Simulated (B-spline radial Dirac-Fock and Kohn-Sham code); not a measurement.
Level of theory: ΔSCF Dirac-Fock with Breit, self-energy and vacuum polarisation, finite nucleus, configuration average; a radial B-spline solver. Free neutral atoms up to Cf, the lines Kα1, Kβ1, Lα1, Lβ1, Lβ2, Lγ1, Lℓ and Mα1 where both subshells are closed (so no Lα of most 3d metals and no Mα of most lanthanides); Na, Y were not searched.

Q: Ga Kα1 is computed at 9250.9 eV. Which of the searched lines of other elements lie within 96 eV and could overlap it in an energy-dispersive spectrum?

A: Pb Lℓ at 9176.8 eV (-74); Ir Lα1 at 9174.2 eV (-77); Ta Lβ1 at 9343.1 eV (+92); Hf Lβ2 at 9345.1 eV (+94).
